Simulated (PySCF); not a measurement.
C3H5O2, SMILES CCO[C]=O, multiplicity 2. Atoms are numbered in the order given.

```xyz
10

C     -1.7712    -0.1441     0.1013
C     -0.4931    -0.7491     0.6244
O      0.5301     0.2635     0.8161
C      1.2054     0.6329    -0.2371
O      1.1423     0.2690    -1.3649
H     -1.6227     0.2830    -0.9009
H     -2.1368     0.6452     0.7741
H     -2.5471    -0.9211     0.0275
H     -0.6248    -1.1936     1.6196
H     -0.0935    -1.5117    -0.0614
```
Charge 0, spin multiplicity 2.

The structure is a stationary point at PBE0-D3(BJ)/def2-SVP. The isomer is the one that the SMILES or the coordinates give; other isomers of the formula were not compared. The values are those of a single conformer.

Level of theory: PBE/pcH-1 in PySCF.

Unrestricted Kohn–Sham, ⟨S²⟩ = 0.752. Hyperfine tensors hold the contact and dipolar terms, without spin-orbit corrections.

Computed hyperfine couplings:
```json
[
 {"nucleus": "13C no. 1", "A(iso) (MHz)": "-1.3", "A(iso) (G)": "-0.5", "dipolar principal values (MHz)": "-0.7, -0.6, 1.4"},
 {"nucleus": "13C no. 2", "A(iso) (MHz)": "23.1", "A(iso) (G)": "8.2", "dipolar principal values (MHz)": "-8.2, -7.3, 15.5"},
 {"nucleus": "17O no. 3", "A(iso) (MHz)": "-248.9", "A(iso) (G)": "-88.8", "dipolar principal values (MHz)": "-20.9, 8.1, 12.8"},
 {"nucleus": "13C no. 4", "A(iso) (MHz)": "603.1", "A(iso) (G)": "215.2", "dipolar principal values (MHz)": "-47.2, -40.2, 87.4"},
 {"nucleus": "17O no. 5", "A(iso) (MHz)": "-44.3", "A(iso) (G)": "-15.8", "dipolar principal values (MHz)": "-94.2, 43.3, 50.9"},
 {"nucleus": "1H no. 6", "A(iso) (MHz)": "3.5", "A(iso) (G)": "1.2", "dipolar principal values (MHz)": "-2.5, -1.5, 4.0"},
 {"nucleus": "1H no. 7", "A(iso) (MHz)": "1.5", "A(iso) (G)": "0.5", "dipolar principal values (MHz)": "-1.6, -1.4, 3.0"},
 {"nucleus": "1H no. 8", "A(iso) (MHz)": "13.4", "A(iso) (G)": "4.8", "dipolar principal values (MHz)": "-1.1, -1.0, 2.2"},
 {"nucleus": "1H no. 9", "A(iso) (MHz)": "0.0", "A(iso) (G)": "0.0", "dipolar principal values (MHz)": "-4.7, -1.0, 5.7"},
 {"nucleus": "1H no. 10", "A(iso) (MHz)": "-5.3", "A(iso) (G)": "-1.9", "dipolar principal values (MHz)": "-5.7, 0.7, 5.0"}
]
```
